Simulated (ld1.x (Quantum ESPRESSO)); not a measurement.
# An all-electron radial function and its pseudo partner (Ni (Z = 28))

Columns: radius, all-electron u(r) and pseudo u(r) of the 4p shell (level -7.80 eV) of nickel in the configuration [Ar] 3d8 4s1 4p0; LDA (PZ), scalar-relativistic, TM semilocal scheme, ld1.x (Quantum ESPRESSO) 7.5.

```
r (bohr)  all-electron  pseudo
   0.120        0.1413  0.0024
   0.240        0.0369  0.0097
   0.360       -0.1291  0.0218
   0.480       -0.2236  0.0388
   0.600       -0.2361  0.0607
   0.720       -0.1917  0.0877
   0.840       -0.1161  0.1196
   0.960       -0.0271  0.1562
   1.080        0.0644  0.1973
   1.200        0.1523  0.2420
   1.320        0.2334  0.2893
   1.440        0.3060  0.3379
   1.560        0.3697  0.3859
   1.680        0.4244  0.4315
   1.800        0.4705  0.4730
   1.920        0.5085  0.5091
   2.040        0.5389  0.5391
   2.160        0.5626  0.5626
   2.280        0.5799  0.5799
   2.400        0.5917  0.5917
   2.520        0.5984  0.5984
   2.640        0.6008  0.6008
   2.760        0.5992  0.5992
   2.880        0.5942  0.5942
   3.000        0.5862  0.5862
   3.120        0.5758  0.5758
```

Question: How many radial nodes do the two functions have?

Answer: The all-electron 4p function has n − l − 1 = 2; the pseudo-wave has 0, since the states of the same l below it are removed with the core.

Question: At about which radius was the pseudo-wave matched?

Answer: 2.40 bohr. The columns agree to 0.0005 from 2.04 bohr on; several derivatives are matched, so the curves merge somewhat inside the radius.

Question: Is the pseudo-wave norm-conserving?

Answer: Yes: the TM semilocal scheme keeps the norm inside the radius equal to the all-electron one, which fixes the energy derivative of the logarithmic derivative at the level.
